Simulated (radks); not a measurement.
Valence configurations of Os+ (all share [Xe]). Method: scalar-relativistic Kohn-Sham, PBE, spin-polarised, spherical densities, point nucleus; open shells are filled with parallel spins first (spin-orbit coupling, left out, can overturn this in heavy ions); computed with a radial shooting solver on a logarithmic mesh with Libxc functionals. Energies are relative to 4f14 5d6 6s1; eigenvalues in eV for spin up.

| valence | E (eV) | moment (Bohr magnetons) | e(4f) | e(5d) | e(6p) | e(6s) |
|---|---|---|---|---|---|---|
| 4f14 5d6 6s1 | 0.000 | 5 | -59.882 | -15.225 | - | -13.991 |
| 4f13 5d7 6s1 | 51.333 | 5 | -70.719 | -16.327 | - | -14.107 |
| 4f12 5d7 6s2 | 114.27 | 5 | -85.499 | -19.974 | - | -15.126 |
| 4f11 5d8 6s2 | 183.83 | 5 | -97.295 | -21.169 | - | -15.189 |
| 4f12 5d8 6s1 | 110.97 | 5 | -81.943 | -17.385 | - | -14.172 |
| 4f13 5d6 6s1 6p1 | 58.242 | 7 | -75.512 | -20.223 | -9.234 | -16.410 |
| 4f14 5d7 | 1.657 | 3 | -57.138 | -13.016 | - | - |
| 4f14 5d6 6s0.5 6p0.5 | 3.202 | 5 | -60.675 | -15.917 | -8.025 | -14.474 |
| 4f14 5d5 6s2 | 0.890 | 5 | -63.007 | -17.460 | - | -14.887 |
| 4f13 5d6 6s2 | 53.408 | 5 | -74.070 | -18.745 | - | -15.032 |

NIST lists [Xe] 4f14 5d6 6s1 as the ground configuration; this level of theory agrees among the configurations tried. The energies are those of spherical high-spin densities, not of single terms.
